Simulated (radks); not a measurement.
Fractional charge and spin in the 2s shell of fluorine: the spin-up occupation runs from 0 to 1 and the spin-down occupation from 0 to 1; the fullest corner is F+, [He] 2p(up 2, down 2) 2s(up 1, down 1). Calculated with a radial shooting solver on a logarithmic mesh with Libxc functionals: scalar-relativistic Kohn-Sham, r2SCAN, spin-polarised, spherical densities, finite nucleus; meta-GGA in the generalised Kohn-Sham scheme; Fermi nuclear charge, rms radius of each element as measured or else 0.836 A^(1/3) + 0.57 fm. Energy (eV) minus the two flat planes that join the four corners (they meet along the diagonal where the two added fractions sum to one electron); zero is where a piecewise linear energy would lie.

down \ up       0    0.25     0.5    0.75       1
0           0.000  -1.919  -2.562  -1.920   0.000
0.25       -1.919  -2.304  -1.447   0.664  -1.720
0.5        -2.562  -1.447   0.878  -1.315  -2.296
0.75       -1.920   0.664  -1.315  -2.106  -1.720
1           0.000  -1.720  -2.296  -1.720   0.000

Corners above the fullest one (they belong to F2+ and the next ion): (up 1, down 0) 58.289 eV, (up 0, down 1) 58.289 eV, (up 0, down 0) 139.53 eV. With half an added electron in each spin the energy lies 0.878 eV from the planes, and with half an added electron in spin up alone -2.562 eV. The planes are only a guide here: the flat-plane condition holds for ground states with one frontier orbital, while this shell lies below other occupied shells, so the corners above the fullest one are inner-hole states and not the ground states of those ions.
